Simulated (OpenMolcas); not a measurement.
The numbers below are computed, except where a source is named.
# V3+: input and output

V3+ among 5 point charges of -2 e arranged as a trigonal bipyramid (D3h), 2.19 Å from the ion, with the axial distance 2.387 Å.

Input:

```
&GATEWAY
Coord
1

V 0.0 0.0 0.0
Basis=ANO-RCC-VDZP
Group=NoSym
NoMove
AngMom=0.0 0.0 0.0
AMFI
XField
5 Angstrom 0
2.190000 0.000000 0.000000 -2.000000
-1.095000 1.896596 0.000000 -2.000000
-1.095000 -1.896596 0.000000 -2.000000
0.000000 0.000000 2.387100 -2.000000
0.000000 0.000000 -2.387100 -2.000000
&SEWARD
&RASSCF
FileOrb=start.orb
Symmetry=1
Spin=3
nActEl=2 0 0
Inactive=9
Ras2=5
CIRoot=10 10 1
SDav=10
CIMx=300
Iter=120 100
PrWF=0.3
OrbListing=Nothing
MaxOrb=0
>>> COPY $Project.JobIph JOB001
&RASSCF
FileOrb=start.orb
Symmetry=1
Spin=1
nActEl=2 0 0
Inactive=9
Ras2=5
CIRoot=15 15 1
SDav=15
CIMx=300
Iter=120 100
PrWF=0.3
OrbListing=Nothing
MaxOrb=0
>>> COPY $Project.JobIph JOB002
&RASSI
NrOfJobIphs=2 10 15
1 2 3 4 5 6 7 8 9 10
1 2 3 4 5 6 7 8 9 10 11 12 13 14 15
IphNames
JOB001
JOB002
EJob
SpinOrbit
DIPRint=1.0
SOCoupling=1000.0
Subsets=2
Property=9
'ANGMOM' 1 'ANGMOM' 2 'ANGMOM' 3 'MLTPL  1' 1 'MLTPL  1' 2 'MLTPL  1' 3
'AMFI' 1 'AMFI' 2 'AMFI' 3
SOProperty=3
'ANGMOM' 1 'ANGMOM' 2 'ANGMOM' 3
```

Launched by
```bash
OMP_NUM_THREADS=1 MOLCAS_MEM=1689 MOLCAS_PROJECT=a pymolcas a.inp > a.log  # once for each step of the input, in one work folder
```

A driver script runs the steps one by one and writes start.orb anew before each from the orbitals found so far.

Output, cut to the results:

```
--- SEWARD ---
Basis set label: V.ANO-RCC...5S4P2D1F.

      Electronic valence basis set:
      ------------------
      Associated Effective Charge  23.000000 au
      Associated Actual Charge     23.000000 au
      Nuclear Model: Point charge

      Shell  nPrim  nBasis  Cartesian Spherical Contaminant
         s      21       5        X
         p      15       4        X
         d      10       2                 X
         f       6       1                 X
                  Relativistic Douglas-Kroll-Hess integrals:
                    - DKH order of Hamiltonian: 2
                    - DKH order of Properties : 0
                  Atomic mean-field integrals
--- RASSCF ---
Wave function specifications:
      -----------------------------

      Number of closed shell electrons          18
      Number of electrons in active shells       2
      Max number of holes in RAS1 space          0
      Max nr of electrons in RAS3 space          0
      Number of inactive orbitals                9
      Number of active orbitals                  5
      Number of secondary orbitals              20
      Spin quantum number                      1.0
      State symmetry                             1
Orbital specifications:
      -----------------------

      Symmetry species                           1
                                                 a
      Frozen orbitals                            0
      Inactive orbitals                          9
      Active orbitals                            5
      RAS1 orbitals                              0
      RAS2 orbitals                              5
      RAS3 orbitals                              0
      Secondary orbitals                        20
      Deleted orbitals                           0
      Number of basis functions                 34
      Number of CSFs                            10
      Number of root(s) required                10
      Iter CI   SX   CI       RASSCF       Energy    max ROT     max BLB   max BLB  Level Ln srch  Step   QN
          iter iter root      energy       change     param      element    value   shift minimum  type update
 Nr of preliminary CI iterations:   1
        1   1    7    0  -953.19716690    0.00E+00  -2.05E-01*   9  22 1 -3.25E-01*  0.45   0.00    SX    NO
        2   1    7    0  -953.36307996   -1.66E-01* -2.37E-02    8  21 1  7.96E-02*  0.60   0.00    SX    NO
        3   1    7    0  -953.36762963   -4.55E-03* -9.31E-03    8  21 1  1.50E-02*  0.60   0.00    SX    NO
        4   1    6    0  -953.36803169   -4.02E-04* -2.84E-03    8  21 1  5.17E-03*  0.61   0.00    SX    NO
        5   1    5    0  -953.36807223   -4.05E-05*  1.35E-03    8  21 1  1.56E-03*  0.61   1.48    LS   YES
        6   1    5    0  -953.36807693   -4.70E-06*  1.40E-04    7  14 1  2.91E-04*  0.61   1.01    QN   YES
        7   1    5    0  -953.36807706   -1.30E-07*  7.47E-05    7  14 1  1.33E-04*  0.61   1.53    LS   YES
        8   1    4    0  -953.36807708   -1.79E-08* -2.16E-05    8  10 1 -4.84E-05   0.61   1.00    QN   YES
        9   1    4    0  -953.36807709   -3.59E-09   7.50E-06    8  10 1 -1.85E-05   0.61   1.38    QN   YES
      Convergence after  9 iterations
       10   1    4    0  -953.36807709   -5.16E-10   7.50E-06    3  20 1  1.98E-06   0.61   1.38    QN   YES
      Natural orbitals and occupation numbers for root  1
      sym 1:   0.166765   0.833235   0.000000   0.833235   0.166765
      Natural orbitals and occupation numbers for root  2
      sym 1:   0.500000   0.500000   0.000000   0.500000   0.500000
      Natural orbitals and occupation numbers for root  3
      sym 1:   0.500000   0.500000  -0.000000   0.500000   0.500000
::    RASSCF root number  1 Total energy:   -953.39689856
::    RASSCF root number  2 Total energy:   -953.39422454
::    RASSCF root number  3 Total energy:   -953.39422185
::    RASSCF root number  4 Total energy:   -953.39145414
::    RASSCF root number  5 Total energy:   -953.39145414
::    RASSCF root number  6 Total energy:   -953.38256942
::    RASSCF root number  7 Total energy:   -953.38256942
::    RASSCF root number  8 Total energy:   -953.31740517
::    RASSCF root number  9 Total energy:   -953.31498681
::    RASSCF root number 10 Total energy:   -953.31498681
--- RASSCF ---
Wave function specifications:
      -----------------------------

      Number of closed shell electrons          18
      Number of electrons in active shells       2
...
--- RASSI ---
SPIN-FREE ENERGIES:
  (Shifted by EMIN (a.u.) =       -953.3968985615)

 SF State       Relative EMIN(au)   Rel lowest level(eV)    D:o, cm**(-1)      L_eff

     1             0.0000000000        0.0000000000              0.0000         3.0
     2             0.0026740207        0.0727638095            586.8797         3.0
     3             0.0026767075        0.0728369220            587.4694         3.0
     4             0.0054444245        0.1481503379           1194.9131         3.0
     5             0.0054444258        0.1481503728           1194.9133         3.0
     6             0.0143291402        0.3899157681           3144.8828         3.0
     7             0.0143291434        0.3899158555           3144.8835         3.0
    11             0.0652877787        1.7765709642          14329.0112         2.0
    12             0.0652877794        1.7765709818          14329.0113         2.0
    13             0.0674390415        1.8351098063          14801.1588         2.2
    14             0.0674390425        1.8351098344          14801.1590         2.2
    15             0.0702175332        1.9107164174          15410.9672         2.1
     8             0.0794933925        2.1631254065          17446.7830         1.0
     9             0.0819117484        2.2289322251          17977.5508         1.0
    10             0.0819117511        2.2289322975          17977.5514         1.0
    16             0.0982106532        2.6724480187          21554.7469         4.0
    17             0.0983266173        2.6756035628          21580.1981         4.0
    18             0.1027349054        2.7955591920          22547.7055         4.0
    19             0.1027349054        2.7955591920          22547.7055         4.0
    20             0.1033987606        2.8136236115          22693.4049         3.9
    21             0.1033987630        2.8136236766          22693.4054         3.9
...
```

Spin-orbit levels above the lowest (labels of D3, the rotations of D3h):

```json
{"E (cm-1)": "0.0", "Degeneracy": "1", "Label": "A1", "2S+1": "3", "g": ""}
{"E (cm-1)": "61.9", "Degeneracy": "2", "Label": "E", "2S+1": "3", "g": "0.00 0.00 3.91"}
{"E (cm-1)": "368.1", "Degeneracy": "2", "Label": "E", "2S+1": "3", "g": "0.00 0.00 2.00"}
{"E (cm-1)": "694.6", "Degeneracy": "1", "Label": "A2", "2S+1": "3", "g": ""}
{"E (cm-1)": "695.1", "Degeneracy": "1", "Label": "A1", "2S+1": "3", "g": ""}
{"E (cm-1)": "1027", "Degeneracy": "2", "Label": "E", "2S+1": "3", "g": "0.00 0.00 9.99"}
{"E (cm-1)": "1208", "Degeneracy": "1", "Label": "A2", "2S+1": "3", "g": ""}
{"E (cm-1)": "1321", "Degeneracy": "1", "Label": "A1", "2S+1": "3", "g": ""}
{"E (cm-1)": "1334", "Degeneracy": "2", "Label": "E", "2S+1": "3", "g": "0.00 0.00 2.04"}
{"E (cm-1)": "1391", "Degeneracy": "2", "Label": "E", "2S+1": "3", "g": "0.00 0.00 5.96"}
{"E (cm-1)": "3081", "Degeneracy": "2", "Label": "E", "2S+1": "3", "g": "0.00 0.00 0.02"}
{"E (cm-1)": "3306", "Degeneracy": "2", "Label": "E", "2S+1": "3", "g": "0.00 0.00 4.01"}
{"E (cm-1)": "3491", "Degeneracy": "2", "Label": "", "2S+1": "3", "g": "0.00 0.00 7.98"}
{"E (cm-1)": "14434", "Degeneracy": "2", "Label": "E", "2S+1": "1", "g": "0.00 0.00 1.99"}
{"E (cm-1)": "14901", "Degeneracy": "2", "Label": "E", "2S+1": "1", "g": "0.00 0.00 4.01"}
{"E (cm-1)": "15496", "Degeneracy": "1", "Label": "A1", "2S+1": "1", "g": ""}
{"E (cm-1)": "17529", "Degeneracy": "1", "Label": "A1", "2S+1": "3", "g": ""}
{"E (cm-1)": "17556", "Degeneracy": "2", "Label": "E", "2S+1": "3", "g": "0.00 0.00 3.91"}
{"E (cm-1)": "17991", "Degeneracy": "1", "Label": "A2", "2S+1": "3", "g": ""}
{"E (cm-1)": "18064", "Degeneracy": "1", "Label": "A1", "2S+1": "3", "g": ""}
```

Without dynamic correlation the repulsion within the d shell is too large (B by tens of per cent), so at a given field states of lower spin stand too high. The ground term spreads over less than 5000 cm-1, several times less than with real ligands, so orbital moments are less quenched and χT lies further from the spin-only value than at real sites. This is an electrostatic model: the charges have no orbitals. No measured value stands beside these numbers.

The RASSCF and RASSI steps took 4.9 s on 1 thread of Arm Neoverse V1, on a shared host; the integral step is not counted.

With an even number of electrons the g values are those of a degenerate or nearly degenerate non-Kramers pair.
